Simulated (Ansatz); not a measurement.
Ansatz (a program for electronic structure) input for F3S, SMILES F[S](F)F (connectivity only; charge and spin as stated), charge -1, multiplicity 1, PBE0/def2-SVPD. Coordinates come from a B3LYP-D3(BJ)/def2-SVPD optimisation. The multiplicity is an assumed one; other spin states were not compared. The isomer is the one that the SMILES or the coordinates give; other isomers of the formula were not compared.

Ansatz 0.2 input:
```yaml
crystal:
  periodic: [false, false, false]
  atoms:
    - {symbol: F, position_ang: [0.00000000, 1.85240669, -0.30866686]}
    - {symbol: S, position_ang: [0.00000000, 0.00000000, -0.38348771]}
    - {symbol: F, position_ang: [0.00000000, -1.85240669, -0.30866686]}
    - {symbol: F, position_ang: [0.00000000, 0.00000000, 1.29908965]}
basis:
  gaussian:
    orbitals: def2-SVPD
hamiltonian:
  xc: {name: PBE0}
total_charge: -1
```

Output:

```
WARN ansatz: RAYON_NUM_THREADS=1 ignored (pool sized by the plan → 1); use --threads N
Functional definition: PBE0
integrals: 0.03 GiB planned
830 factors; their error is unknown
mean field: 0.28 GiB planned
mean field evaluation 1: about -18964.3412 eV, gradient 2.6e1 eV
mean field evaluation 2: about -18963.5860 eV, gradient 3.5e1 eV
mean field evaluation 4: about -18965.8893 eV, gradient 5.8e-1 eV
mean field evaluation 8: about -18966.0326 eV, gradient 3.2e-2 eV
mean field -18966.03255986 eV, -696.9888409363 hartree, gradient 5.2e-5 eV, S^2 0.000000; 0 other end points of the search recorded, 0 dependent functions left out
reference -18966.03259281 eV, -696.9888421473 hartree; 22, 22 occupied and 74, 74 virtual orbitals, 830 factors
Total energy: -18966.03259281 eV, -696.9888421473 hartree
```

The run converged.

Cost: very roughly 1.0 core-seconds.
